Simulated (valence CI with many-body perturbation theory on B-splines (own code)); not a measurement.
Level structure of Au LXXV

Computed by valence CI with perturbative core correlation (CI+MBPT): three valence electrons over a frozen Dirac-Fock core [He], radial functions for each j: 11 s, 11 p, 10 d, 8 f, 5 g, 2 h, with the one-electron correlation potential Σ1, the two-electron term Σ2, the three-electron term Σ3, Breit, model QED; selected CI, second order for the rest, scaled by the run's own slope (own B-spline code, finite nucleus).

No measured spectrum was set against this ion. As an estimate, large intervals hold to a few tenths of a per cent, small ones and those within an open d or f shell to about a per cent.

Levels 91 to 135 of 165, with energies above the lowest level, (2s^2 2p1/2) J=1/2. "Leading %" is the weight of the configuration and term that name the level; weights of strongly mixed levels are sums over their largest components and can fall short. In the jj column 3d3/2^4 stands for four electrons in 3d with j = 3/2.

| No. | Configuration | Term | J | E (eV) | Leading % | Second component | Leading jj |
| --- | --- | --- | --- | --- | --- | --- | --- |
| 91 | 2p2 3p | 2P° | 1/2 | 15654 | 87 | 8 % 2p2 3p 4D° | 2p1/2 2p3/2 3p3/2 (99 %) |
| 92 | 2p2 3d | 2G | 7/2 | 15660 | 56 | 25 % 2p2 3d 2F | 2p1/2 2p3/2 3d3/2 (99 %) |
| 93 | 2p2 3d | 2D | 5/2 | 15678 | 38 | 32 % 2p2 3d 2F | 2p1/2 2p3/2 3d3/2 (99 %) |
| 94 | 2p2 3d | 2D | 3/2 | 15683 | 47 | 18 % 2p2 3d 2P | 2p1/2 2p3/2 3d3/2 (100 %) |
| 95 | 2p2 3d | 2P | 1/2 | 15695 | 39 | 32 % 2p2 3d 4P | 2p1/2 2p3/2 3d3/2 (100 %) |
| 96 | 2p2 3d | 4D | 7/2 | 15791 | 46 | 39 % 2p2 3d 4F | 2p1/2 2p3/2 3d5/2 (100 %) |
| 97 | 2p2 3d | 2G | 9/2 | 15809 | 65 | 35 % 2p2 3d 4F | 2p1/2 2p3/2 3d5/2 (100 %) |
| 98 | 2p2 3d | 2P | 3/2 | 15811 | 41 | 24 % 2p2 3d 4P | 2p1/2 2p3/2 3d5/2 (100 %) |
| 99 | 2p2 3d | 2F | 5/2 | 15813 | 44 | 18 % 2p2 3d 4D | 2p1/2 2p3/2 3d5/2 (100 %) |
| 100 | 2p2 3d | 2D | 5/2 | 15831 | 56 | 30 % 2p2 3d 4P | 2p1/2 2p3/2 3d5/2 (99 %) |
| 101 | 2p2 3d | 2F | 7/2 | 15838 | 71 | 12 % 2p2 3d 4F | 2p1/2 2p3/2 3d5/2 (99 %) |
| 102 | 2p2 3d | 2D | 3/2 | 15848 | 57 | 30 % 2p2 3d 2P | 2p1/2 2p3/2 3d5/2 (100 %) |
| 103 | 2p2 3d | 2P | 1/2 | 15854 | 56 | 38 % 2p2 3d 2S | 2p1/2 2p3/2 3d5/2 (100 %) |
| 104 | 2s2 4s | 2S | 1/2 | 16694 | 98 |  | 2s^2 4s (98 %) |
| 105 | 2s2 4p | 2P° | 1/2 | 16733 | 98 |  | 2s^2 4p1/2 (98 %) |
| 106 | 2s 2p 4s | 4P° | 1/2 | 16892 | 77 | 22 % 2s 2p 4s 2P° | 2s 2p1/2 4s (100 %) |
| 107 | 2s 2p 4s | 4P° | 3/2 | 16924 | 57 | 41 % 2s 2p 4s 2P° | 2s 2p1/2 4s (98 %) |
| 108 | 2p2 3s | 4P | 5/2 | 16925 | 65 | 34 % 2p2 3s 2D | 2p3/2^2 3s (100 %) |
| 109 | 2s 2p 4p | 4D | 1/2 | 16927 | 66 | 21 % 2s 2p 4p 2P | 2s 2p1/2 4p1/2 (100 %) |
| 110 | 2s 2p 4s | 2P° | 1/2 | 16935 | 87 | 13 % 2s 2p 4s 4P° | 2s 2p1/2 4s (100 %) |
| 111 | 2p2 3s | 2P | 3/2 | 16938 | 55 | 34 % 2p2 3s 2D | 2p3/2^2 3s (100 %) |
| 112 | 2s 2p 4p | 4D | 3/2 | 16960 | 39 | 34 % 2s 2p 4p 2D | 2s 2p1/2 4p1/2 (99 %) |
| 113 | 2s 2p 4p | 4P | 1/2 | 16974 | 41 | 29 % 2s 2p 4p 2S | 2s 2p1/2 4p1/2 (100 %) |
| 114 | 2s2 4p | 2P° | 3/2 | 16977 | 96 |  | 2s^2 4p3/2 (96 %) |
| 115 | 2s2 4d | 2D | 3/2 | 17001 | 97 |  | 2s^2 4d3/2 (97 %) |
| 116 | 2p2 3s | 2S | 1/2 | 17004 | 68 | 21 % 2p2 3s 4P | 2p3/2^2 3s (100 %) |
| 117 | 2p2 3p | 4P° | 3/2 | 17022 | 28 | 19 % 2p2 3p 4S° | 2p3/2^2 3p1/2 (100 %) |
| 118 | 2p2 3p | 2D° | 5/2 | 17023 | 38 | 26 % 2p2 3p 2F° | 2p3/2^2 3p1/2 (100 %) |
| 119 | 2s2 4d | 2D | 5/2 | 17066 | 98 |  | 2s^2 4d5/2 (98 %) |
| 120 | 2s2 4f | 2F° | 5/2 | 17080 | 98 |  | 2s^2 4f5/2 (98 %) |
| 121 | 2p2 3p | 2P° | 1/2 | 17096 | 75 | 18 % 2p2 3p 4D° | 2p3/2^2 3p1/2 (100 %) |
| 122 | 2s2 4f | 2F° | 7/2 | 17111 | 98 |  | 2s^2 4f7/2 (98 %) |
| 123 | 2s 2p 4p | 4P | 3/2 | 17174 | 30 | 27 % 2s 2p 4p 4D | 2s 2p1/2 4p3/2 (100 %) |
| 124 | 2s 2p 4d | 4F° | 3/2 | 17195 | 58 | 15 % 2s 2p 4d 2D° | 2s 2p1/2 4d3/2 (100 %) |
| 125 | 2s 2p 4p | 2P | 1/2 | 17205 | 40 | 18 % 2s 2p 4p 2S | 2s 2p1/2 4p3/2 (88 %) |
| 126 | 2s 2p 4p | 2D | 5/2 | 17209 | 42 | 41 % 2s 2p 4p 4D | 2s 2p1/2 4p3/2 (100 %) |
| 127 | 2s 2p 4p | 2D | 3/2 | 17210 | 39 | 25 % 2s 2p 4p 2P | 2s 2p1/2 4p3/2 (100 %) |
| 128 | 2s 2p 4d | 4F° | 5/2 | 17229 | 40 | 35 % 2s 2p 4d 2F° | 2s 2p1/2 4d3/2 (99 %) |
| 129 | 2s 2p 4d | 4D° | 1/2 | 17235 | 50 | 40 % 2s 2p 4d 2P° | 2s 2p1/2 4d3/2 (95 %) |
| 130 | 2s 2p 4d | 2D° | 3/2 | 17235 | 26 | 22 % 2s 2p 4d 2P° | 2s 2p1/2 4d3/2 (100 %) |
| 131 | 2p2 4s | 4P | 1/2 | 17250 | 40 | 28 % 2p2 4s 2S | 2p1/2^2 4s (87 %) |
| 132 | 2s 2p 4d | 4D° | 5/2 | 17264 | 27 | 26 % 2s 2p 4d 4P° | 2s 2p1/2 4d5/2 (99 %) |
| 133 | 2s 2p 4f | 4G | 5/2 | 17274 | 44 | 19 % 2s 2p 4f 4F | 2s 2p1/2 4f5/2 (100 %) |
| 134 | 2p2 4p | 2P° | 1/2 | 17280 | 45 | 36 % 2p2 4p 4D° | 2p1/2^2 4p1/2 (94 %) |
| 135 | 2s 2p 4d | 2F° | 7/2 | 17298 | 42 | 35 % 2s 2p 4d 4F° | 2s 2p1/2 4d5/2 (100 %) |
